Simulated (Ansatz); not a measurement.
Consider the ligand exchange at a Ga–Se bond: `[GaH2][SeH]` + CH₃SH → `C[S][GaH2]` + H₂Se.

Gas-phase electronic energies from Ansatz, PBE0-D4/def2-TZVP geometries. CCSD(T)/CBS adds triple-zeta CCSD(T) − MP2 to the extrapolated MP2 energy (def2 sets, frozen cores). This one scheme is used for every species. Functionals use def2-TZVPP. HSE06 is defined as in plane-wave codes. For Ga, Se outer-core shells are correlated without core-valence functions, which leaves a few kJ/mol of doubt a bond. Scalar relativity is left out up to krypton.

Question: Is it downhill or uphill in electronic energy at CCSD(T)/CBS, and by how much? (An estimate is asked.)

Answer: Ansatz gave: Uphill: ΔE = +0.18 eV.

Question: What do these levels give: PBE-D4, HSE06-D4, r2SCAN, LC-ωPBE, CCSD(T)/def2-SVP, CCSD/def2-TZVPP? (Best estimate.)

Answer: Ansatz gave: PBE-D4 0.16, HSE06-D4 0.19, r2SCAN 0.18, LC-ωPBE 0.20, CCSD(T)/def2-SVP 0.16, CCSD/def2-TZVPP 0.21 eV.

Largest T1 diagnostic among the species: 0.013.

Leaving LDA and LC-ωPBE aside and taking each functional with its dispersion term where it has one, the values, not all of them listed here, spread over 0.08 eV, from B97M-V to BHLYP-D4. LDA lies −0.05 eV from PBE without D4. In def2-TZVPP, CCSD(T) changes the Hartree–Fock value by −0.09 eV (the triples alone add −0.02 eV) and MP2 by −0.09 eV.
